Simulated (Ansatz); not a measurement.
[NdCl6]3- (NdCl6³⁻). Charge -3, multiplicity 4. Geometry PBE-D4/def2-SVP; atoms count from 1.

```xyz
7

Nd   -0.0004    0.0004   -0.0005
Cl    2.7346    0.0341   -0.5689
Cl   -2.7358   -0.0292    0.5664
Cl   -0.0812   -2.7349   -0.5644
Cl    0.0823    2.7338    0.5683
Cl   -0.5611    0.5711   -2.6764
Cl    0.5615   -0.5753    2.6755
```

In the def2 sets Nd takes a core potential; there is no spin–orbit coupling. With an open 4f shell the SCF may have ended on a state above the lowest. A multiply charged anion in the gas phase is held together partly by the finite basis. The highest occupied level of the charge -3 quartet lies above zero (up to 3.18 eV). It is a level of α spin, whose loss leaves a triplet; that state wasn't run at this geometry and level. The electron is either unbound and held by the finite basis, or the level is raised by self-interaction error. No other spin state of charge -3 was run.

Question: Estimate the Mulliken populations from the PBE0/def2-TZVP orbitals of Ansatz.

Answer: 
```tsv
atom	charge (e)	spin (α − β)	d electrons
Nd1	1.48	3.05	10.80
Cl2	-0.75	-0.01	–
Cl3	-0.75	-0.01	–
Cl4	-0.75	-0.01	–
Cl5	-0.75	-0.01	–
Cl6	-0.75	-0.01	–
Cl7	-0.75	-0.01	–
```
Mulliken values and Mayer orders depend strongly on the basis.

Question: Where does the spin sit?

Answer: Summed by element: Nd 3.05, Cl -0.05, of 3 unpaired in all. Largest on single atoms: Nd1 3.05, Cl5 -0.01, Cl6 -0.01.

Question: And the Mayer bond orders between bonded heavy atoms (over 0.3)?

Answer: Nd1–Cl2 0.47 (2.79 Å); Nd1–Cl3 0.47 (2.79 Å); Nd1–Cl4 0.47 (2.79 Å); Nd1–Cl5 0.47 (2.79 Å); Nd1–Cl6 0.47 (2.79 Å); Nd1–Cl7 0.47 (2.79 Å).
